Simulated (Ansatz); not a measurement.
`C[CH]1[CH2][Al]1[CH3]` + H₂ → `[CH3][Al]1[CH2][CH2]1` + CH₄  (hydrogenolysis of a C–C bond)

Calculated with Ansatz (gas phase, PBE0-D4/def2-TZVP geometries, no zero-point term in ΔE). CBS: MP2 limit from def2 TZ/QZ plus the TZ coupled-cluster correction, frozen cores. This one scheme is used for every species. DFT in def2-TZVPP.

Q: Is it downhill or uphill in electronic energy at CCSD(T)/CBS, and by how much? (Best estimate.)

A: Ansatz gave: Downhill: ΔE = -71.1 kJ/mol.

Q: What do these levels give: PBE, r2SCAN, MP2/def2-TZVPP, CCSD/def2-TZVPP, HF/def2-QZVPP, SCS-MP2/def2-QZVPP? (Best estimate.)

A: Ansatz gave: PBE -74.3, r2SCAN -74.8, MP2/def2-TZVPP -68.0, CCSD/def2-TZVPP -76.6, HF/def2-QZVPP -93.1, SCS-MP2/def2-QZVPP -71.2 kJ/mol.

Largest T1 diagnostic among the species: 0.010.

In def2-TZVPP, CCSD(T) changes the Hartree–Fock value by +21.1 kJ/mol (the triples alone add +4.4 kJ/mol) and MP2 by +25.3 kJ/mol. From PBE to PBE0 (25 % exact exchange), in def2-TZVPP and without D4, ΔE moves by −3.0 kJ/mol.
